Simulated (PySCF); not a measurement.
Method: PBE-D3(BJ)/def2-TZVP // PBE0-D3(BJ)/def2-TZVP (PySCF). Gas-phase values, no solvent. One relaxed conformer stands for a flexible species; it need not be the lowest. Excitations are Tamm–Dancoff values on a coarser integration grid. The basis has no diffuse functions, so Rydberg states are missing or too high.

Reference species (SMILES): `C=[SiH]I` (neutral, multiplicity 1).

T1 excitation (TDA): 2.73 eV
HOMO: -5.62 eV
LUMO: -2.12 eV
brightest of the four lowest singlets (TDA): 4.97 eV

Changed species: `C=[SiH]S` (C–Si–S–H torsion 1°) (X = mercapto; the reference has X = iodo).

Task: What does the change do to the T1 excitation (TDA), HOMO, LUMO and brightest of the four lowest singlets (TDA)?

Result: the T1 excitation (TDA) increases by 0.16 eV, to 2.89 eV; the HOMO goes up by 0.33 eV, to -5.29 eV; the LUMO increases by 0.45 eV, to -1.67 eV; the brightest of the four lowest singlets (TDA) rises by 0.24 eV, to 5.21 eV.
